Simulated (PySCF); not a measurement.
An unknown is described by computed data only.

Formula: C9H8OSi.

| Quantity | Value |
| --- | --- |
| NMR, other nuclei | isotropic shieldings of nuclei other than C and H, by class: -323 (1 O), 370 (1 Si) ppm [GIAO PBE/pcSseg-2] |
| UV, strongest line | among the 10 lowest singlet transitions: S5 at 4.89 eV (254 nm, f = 0.248) [TDDFT B3LYP/def2-SVPD] |
| 1H NMR | chemical shifts (computed TMS as zero) by class: 11.35 (1 H), 9.07 (1 H), 8.31 (1 H), 7.99 (1 H), 7.52 (1 H), 6.81 (1 H), 4.98 (2 H) ppm [GIAO PBE/pcSseg-2] |
| Triplet | lowest triplet excitation (Tamm–Dancoff): 2.93 eV [TDA B3LYP/def2-SVPD] |
| Polarisability | 137.0 au [B3LYP/def2-SVPD] |
| Dipole | 3.16 D [B3LYP/def2-SVPD] |
| 13C NMR | chemical shifts (computed TMS as zero) by class: 195.1 (1 C), 161.4 (1 C), 157.5 (1 C), 146.6 (1 C), 143.8 (1 C), 140.4 (1 C), 136.8 (1 C), 136.4 (1 C), 135.6 (1 C) ppm [GIAO PBE/pcSseg-2] |
| Rotational structure | rotational constants A, B, C: 1.777, 0.767, 0.539 GHz [PBE0-D3(BJ)/def2-SVP] |
| UV, first state | lowest singlet excitation: 3.58 eV (346 nm, f = 0.000) [TDDFT B3LYP/def2-SVPD] |

Gas-phase values; electronic properties from PySCF, density fitting. Levels stand in brackets. Geometry: PBE0-D3(BJ)/def2-SVP, one conformer, isolated molecule. Each NMR value is the plain mean over a class of atoms that symmetry, rotation or inversion makes alike.

Task: What is the compound? Reason from the data.

Result: Numbering: `[O:1]=[CH:2][c:3]1[cH:4][cH:5][cH:6][c:7]2[c:8]1[CH:9]=[CH:10][SiH2:11]2`. Its formula, C9H8OSi, gives 7 degrees of unsaturation: 2 rings and 5 π bonds in the structure found (Kekulé form). 9 carbons fall into 9 classes; from least to most shielded: aldehyde carbon [C2] (195.1 ppm), substituted aromatic carbon [C8] (161.4 ppm), alkene CH carbon [C9] (157.5 ppm), aromatic CH carbon [C6] (146.6 ppm), substituted aromatic carbon [C7] (143.8 ppm), alkene CH carbon [C10] (140.4 ppm), substituted aromatic carbon [C3] (136.8 ppm), aromatic CH carbon [C4] (136.4 ppm), aromatic CH carbon [C5] (135.6 ppm). Hydrogen classes from least to most shielded: 1 H on an aldehyde carbon, C2 (11.35 ppm), 1 H on an alkene CH carbon, C9 (9.07 ppm), 1 H on an aromatic CH carbon, C4 (8.31 ppm), 1 H on an aromatic CH carbon, C6 (7.99 ppm), 1 H on an aromatic CH carbon, C5 (7.52 ppm), 1 H on an alkene CH carbon, C10 (6.81 ppm), 2 H on an SiH2 silicon, Si11 (4.98 ppm). The other shieldings belong to: -323 ppm, aldehyde oxygen [O1]; 370 ppm, SiH2 silicon [Si11]. S1 is mainly HOMO−1→LUMO (weight 0.90); the largest Löwdin shares of the orbital it empties are 0.60 on the aldehyde oxygen, 0.15 on the aldehyde carbon, 0.08 on a substituted aromatic carbon and 0.08 on the formyl hydrogen, of the orbital it fills 0.18 on the aldehyde carbon, 0.17 on the aldehyde oxygen and 0.11 on each of 2 atoms of one kind (substituted aromatic carbon). The optimised geometry has point group Cs and is an asymmetric top. Structure: `O=Cc1cccc2c1C=C[SiH2]2`. The assignments are read from this structure; whether some other isomer fits the data as well wasn't checked.

Shape of the structure used: `[O:1]=[CH:2][c:3]1[cH:4][cH:5][cH:6][c:7]2[c:8]1[CH:9]=[CH:10][SiH2:11]2`: O1–C2–C3–C4 0°.
